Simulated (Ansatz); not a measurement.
`CB(N)[SiH2]Cl` + H₂ → `CB(N)[SiH3]` + HCl  (hydrogenolysis of the Si–Cl bond)

Isolated molecules relaxed with PBE0-D4/def2-TZVP in Ansatz; ΔE leaves out vibrations. CBS: MP2 limit from def2 TZ/QZ plus the TZ coupled-cluster correction, frozen cores. This one scheme is used for every species. Functionals use def2-TZVPP. Each species was taken in one conformer, which may not be the lowest.

| species | PBE0 energy (Eh) |
| --- | --- |
| `CB(N)[SiH2]Cl` | -871.35984 |
| H₂ | -1.16849 |
| `CB(N)[SiH3]` | -411.83587 |
| HCl | -460.66547 |

**Question.** Work out ΔE.

**Answer.** ΔE = (-411.83587) + (-460.66547) − (-871.35984) − (-1.16849) = 0.02699 Eh = +70.9 kJ/mol. CCSD(T)/CBS gives +77.1 kJ/mol.

Largest T1 diagnostic among the species: 0.013.

The D4 term adds +7.8 kJ/mol with B3LYP and +4.3 kJ/mol with PBE0; it sums over pairs of atoms, weighted by their polarisabilities, and B3LYP, whose exchange is more repulsive, gets the larger term. In def2-TZVPP, CCSD(T) changes the Hartree–Fock value by +4.7 kJ/mol (the triples alone add +2.9 kJ/mol) and MP2 by +15.3 kJ/mol.

B3LYP here is the variant with VWN-RPA as its local correlation; programs differ in this.
